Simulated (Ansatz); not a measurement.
Two structures of BNH4Cl2O, closed shell, reached by relaxing down either side of one saddle point (PBE0-D4/def2-TZVP). Energies are electronic, without zero-point energy. Ansatz 0.2.0; basis: def2-TZVPP and def2-QZVPP; cores frozen in the correlated methods. Extrapolation: Hartree–Fock as exp(−7.88 √X), correlation as X^−2.97. First:

```tsv
atom	x (Å)	y (Å)	z (Å)
B1	-0.5106	-0.1634	0.1577
O2	-1.1239	0.7915	-0.6576
Cl3	-0.8016	-1.9388	-0.3164
Cl4	-0.7339	0.0734	1.9895
H5	1.3043	1.0302	0.1650
N6	1.0637	0.0778	-0.0990
H7	-2.0801	0.7632	-0.6054
H8	1.6147	-0.5728	0.4523
H9	1.2675	-0.0609	-1.0859
```

Second:

```tsv
atom	x (Å)	y (Å)	z (Å)
B1	0.1169	-0.7949	0.5180
O2	-1.1270	1.7736	-0.9833
Cl3	-0.9997	-1.7035	-0.5055
Cl4	-0.5052	-0.0135	1.9750
H5	-1.3206	1.8179	-0.0432
N6	1.4578	-0.7244	0.2027
H7	-1.5687	0.9744	-1.2822
H8	2.1112	-0.1931	0.7515
H9	1.8352	-1.1363	-0.6329
```

(1) Which bonds change from the first to the second?

(2) Give the saddle point's structure and its height above each. (Judge from chemistry; the value comes from the calculation.)

T1 diagnostic: at most 0.011.

## Answers

(1) BHCl₂O ([OH][B]([Cl])[Cl]) + NH₃ → BNH₂Cl₂ ([NH2][B]([Cl])[Cl]) + H₂O; bonds formed: O2–H5; dative contacts that become bonds: B1–N6; bonds broken: B1–O2, H5–N6.

(2) The calculation gives: 1.454 eV above the first and 0.710 eV above the second (CCSD(T) at an estimated basis limit (MP2 extrapolated from triple and quadruple zeta, plus CCSD(T) − MP2 in triple zeta)).
```
atom    x (Å)    y (Å)    z (Å)
  B1  -0.3790  -0.4537   0.1410
  O2  -0.9260   0.7915  -0.6591
 Cl3  -0.8168  -1.9894  -0.6992
 Cl4  -0.9301  -0.3241   1.8780
  H5   0.2131   0.9646  -0.5816
  N6   1.0807   0.0085  -0.0607
  H7  -1.4748   1.3632  -0.1102
  H8   1.6004   0.1942   0.7855
  H9   1.6325  -0.5547  -0.6936
```

Labels in which every atom is bracketed show which atoms are joined, not bond orders.

For scale, one of the runs: CCSD(T)/def2-TZVPP, 233 basis functions, launched by `ansatz run in.yaml --threads 4 --pin off --events-out ev --progress --plain --max-ram 9574MiB`. Time: 2.2 min of wall clock on 4 CPU threads of an Arm Neoverse V1; the host was shared. Peak host memory: 4.1 GiB.
